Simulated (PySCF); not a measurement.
Computed structure and properties of [Ce(NO2)]2+

System: [Ce(NO2)]2+ (singlet in the valence; each metal's 4f electrons, 1 of them, lie in its core potential, out of spins and levels); start: template (C2v). Method: PySCF 2.14.0, RKS PBE, Ce lcecp-1-SVP with ECP47, O def2-SVP, N def2-SVP; non-relativistic Hamiltonian with scalar-relativistic core potentials where named; density fitting; no spin-orbit coupling.

Input of the relaxation:

```python
mol = gto.M(atom='''
Ce     0.00000     0.00000    -0.62510
O      1.06000    -0.00000     1.69140
O     -1.06000     0.00000     1.69140
N      0.00000     0.00000     2.38140''',
    basis={'Ce': 'lcecp-1-SVP', 'O': 'def2-SVP', 'N': 'def2-SVP'},
    ecp={'Ce': 'lcecp-1-SVP'},
    charge=2, spin=0)
mf = dft.RKS(mol, xc='PBE')
mf.grids.atom_grid = (50, 194)  # f atoms: unpruned, at least (60, 302)
mf = mf.density_fit()  # fitting sets: Ce AutoAux, O def2-universal-JKFIT, N def2-universal-JKFIT
mf.conv_tol = 1e-08; mf.max_cycle = 55
mf.kernel(dm0)  # dm0: converged density of the start geometry
# quasi-Newton relaxation in Cartesian coordinates to a largest gradient under 0.00045 Eh/bohr, steps kept in the point group
```

Run from Python with OMP_NUM_THREADS=2; the lines above give its settings. Where DIIS fails, smearing, a level shift and second-order steps follow.
It took 16 s on 2 threads of Arm Neoverse V1 (shared host), from the converged density of the start.

Course of the relaxation:

```tsv
step	energy above end (eV)	largest force component within the symmetry (eV/Å)
0	0.3440	2.124
1	0.2055	1.886
2	0.0888	1.506
3	0.0088	0.487
4	0.0004	0.107
5	0.0000	0.009
6	0.0000	0.001
```

Relaxed geometry (C2v):

```xyz
4

Ce    0.0000    0.0000   -0.4447
O     1.0553    0.0000    1.6150
O    -1.0553    0.0000    1.6150
N     0.0000    0.0000    2.3537
```

```csv
contact,Å
Ce1–O2 (NO2),2.314
```

On the finer grid (75, 302):

| Quantity | Value |
| --- | --- |
| HOMO | -17.38 eV |
| LUMO | -15.34 eV |
| Dipole about the centre of mass | 6.75 D |
| Set of Mulliken populations of Ce1 outside the core potential | s 2.10, p 6.06, d 0.76, f 0.04 |
| D3(BJ) dispersion energy (not in the energies) | -0.065 eV |

```
atom  Mulliken (e)  Löwdin (e)  spin (e)
 Ce1          2.03        1.84      0.00
  O2         -0.23       -0.08      0.00
  O3         -0.23       -0.08      0.00
  N4          0.44        0.32      0.00
```

The 4f levels lie in the core potential and are missing. Their spin isn't counted.

On the grid (50, 194), as all that follows. Harmonic modes: a minimum; lowest 118 cm⁻¹ (negative: unstable), highest 1208 cm⁻¹, zero-point energy 0.230 eV.

Taking off one NO2 (charge -1, singlet; the rest: singlet) in vacuum, both parts rigid, costs 21.58 eV; the small basis without counterpoise inflates it. Most of it is the attraction of opposite charges; other ways to part are cheaper, and one spin state was tried for the rest.

Rigid scan of NO2 along the line from its metal, all other atoms held (where the atom bridges, its other bond changes as well):

(distance to the donors' midpoint (Å), energy (eV)): (1.76, 1.002), (1.86, 0.394), (1.96, 0.087), (2.06, 0.000), (2.16, 0.068), (2.26, 0.242), (2.46, 0.764)

One start shape was tried, so this needn't be the lowest isomer.

An lcecp potential fixes the number of 4f electrons, so in runs with it no electron can move into or out of that shell.
